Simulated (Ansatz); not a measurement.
Several settings on one geometry of `C[Si](C)(C)O[Si](C)(C)O[Si](C)(C)O[Si](C)(C)O[Si](C)(C)O[Si](C)(C)O[Si](C)(C)C` (that of the charge 0 singlet, PBE-D4/def2-SVP). Ansatz on 2 threads of AMD EPYC 7R13 on a shared host and a share (18 GiB) of an NVIDIA H100 80GB HBM3; times are rough.

```xyz
77

C    -5.732   -2.884   -0.748
Si   -4.202   -1.835   -0.405
C    -4.469   -0.754    1.116
C    -2.676   -2.925   -0.198
O    -3.999   -0.806   -1.729
Si   -2.891   -0.307   -2.879
C    -2.175   -1.769   -3.811
C    -3.780    0.910   -3.996
O    -1.602    0.469   -2.133
Si   -1.247    1.430   -0.812
C    -2.686    2.589   -0.462
C     0.365    2.298   -1.176
O    -1.062    0.396    0.510
Si   -0.549    0.323    2.103
C    -1.521    1.568    3.127
C    -0.779   -1.438    2.695
O     1.086    0.672    2.189
Si    2.338    1.749    2.472
C     3.499    0.937    3.704
C     1.668    3.393    3.081
O     3.137    2.055    1.038
Si    4.016    1.366   -0.217
C     4.240    2.688   -1.522
C     5.656    0.731    0.455
O     3.146    0.111   -0.896
Si    2.806   -1.543   -0.771
C     4.053   -2.463   -1.851
C     2.955   -2.101    1.027
C     1.051   -1.797   -1.395
H    -6.621   -2.242   -0.915
H    -5.589   -3.508   -1.654
H    -5.954   -3.562    0.102
H    -5.345   -0.088    0.979
H    -3.574   -0.122    1.283
H    -4.641   -1.365    2.026
H    -2.755   -3.559    0.710
H    -2.543   -3.598   -1.070
H    -1.768   -2.297   -0.101
H    -1.596   -2.419   -3.124
H    -2.973   -2.377   -4.284
H    -1.485   -1.424   -4.608
H    -4.616    0.419   -4.535
H    -4.203    1.743   -3.399
H    -3.087    1.340   -4.748
H    -2.859    3.273   -1.319
H    -3.614    2.005   -0.297
H    -2.503    3.210    0.439
H     1.148    1.540   -1.379
H     0.713    2.917   -0.325
H     0.264    2.950   -2.067
H    -1.354    2.603    2.768
H    -2.609    1.358    3.066
H    -1.225    1.527    4.195
H    -0.414   -1.549    3.736
H    -1.846   -1.734    2.664
H    -0.209   -2.140    2.053
H     3.811   -0.064    3.341
H     3.003    0.799    4.686
H     4.411    1.548    3.859
H     2.499    4.102    3.277
H     1.008    3.854    2.318
H     1.086    3.276    4.017
H     4.783    3.563   -1.111
H     4.812    2.297   -2.388
H     3.253    3.034   -1.887
H     6.248    1.558    0.899
H     6.262    0.270   -0.351
H     5.499   -0.033    1.244
H     5.092   -2.292   -1.498
H     3.866   -3.557   -1.838
H     3.991   -2.119   -2.905
H     2.636   -3.159    1.138
H     4.000   -2.028    1.393
H     2.311   -1.474    1.677
H     0.784   -2.874   -1.403
H     0.323   -1.262   -0.753
H     0.932   -1.404   -2.425
```

Totals from different functionals, basis sets or treatments of relativity can't be compared as stabilities.

LC-ωPBE has ω = 0.4 bohr⁻¹. HSE06 is defined as in plane-wave codes, on full-range PBE exchange. Correlated methods freeze 57 core orbitals.

The spins typed aren't always the lowest for that charge.

Problem. Give the basis size and estimate the energy, ⟨S²⟩, dipole and time of these runs.

```
run                method  charge    state                                                                                                                         further keys
  1      RKS HSE06/STO-3G       0  singlet                point_charges: [{charge: 1.00, position_ang: [11.160, 0.182, -0.124]}]; scf: {lower_state_search: full}; forces asked
  2  RKS LC-ωPBE/def2-SVP       0  singlet                                                         fitting: {mean_field: def2-universal-jkfit}; scf: {lower_state_search: full}
  3    RKS PBE0-DH/STO-3G       0  singlet  point_charges: [{charge: -1.00, position_ang: [10.776, -0.721, -0.103]}]; scf: {omitted_lower_state_checks: [starts]}; forces asked
  4     ROKS B97M-V/6-31G       1  doublet                                                            accuracy: high; scf: {omitted_lower_state_checks: [starts]}; forces asked
```

Solution. 
```tsv
run	functions	energy (Eh)	⟨S²⟩	dipole (D)	wall time
1	221	-3077.6821	–	1.42	13 s
2	674	-3114.5049	–	–	13 s
3	221	-3077.3327	–	1.81	22 s
4	385	-3115.6013	–	–	2.4 min
```
